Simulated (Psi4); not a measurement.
Pair of molecules, SMILES FB(F)F with SMILES N, pulled apart as rigid monomers along the line of their centres of mass from the B3LYP-D3(BJ)/def2-TZVP minimum (SMILES order as in the coordinates).
Starting geometry (charge 0, multiplicity 1):
```csv
atom,x (Å),y (Å),z (Å)
F,-1.1275,-0.8354,0.6930
B,-0.0073,-0.0896,0.9619
F,0.0032,1.1489,0.3709
F,1.1730,-0.7806,0.8486
N,-0.1272,0.2471,2.6155
H,-0.9832,0.7607,2.8069
H,-0.1381,-0.6181,3.1489
H,0.6654,0.8076,2.9168
```

Level of theory: SAPT0/jun-cc-pV(D+d)Z in Psi4.

| B2···N5 (Å) | electrostatics (kcal/mol) | exchange (kcal/mol) | induction (kcal/mol) | dispersion (kcal/mol) | total |
|---|---|---|---|---|---|
| 1.52 | -133.42 | (withheld) | -90.82 | -16.20 | -58.07 |
| 1.69 | -95.16 | 112.87 | (withheld) | -11.32 | -57.33 |
| 1.95 | -57.28 | 53.69 | -35.86 | -6.71 | -46.16 |
| 2.37 | -26.79 | 15.06 | -12.87 | -2.95 | -27.54 |
| 3.05 | -10.49 | 1.89 | -2.43 | -0.85 | -11.89 |

**Question.** What belongs in the gaps?

**Answer.** 
- 1.69, induction (kcal/mol): -63.72
- 1.52, exchange (kcal/mol): 182.38
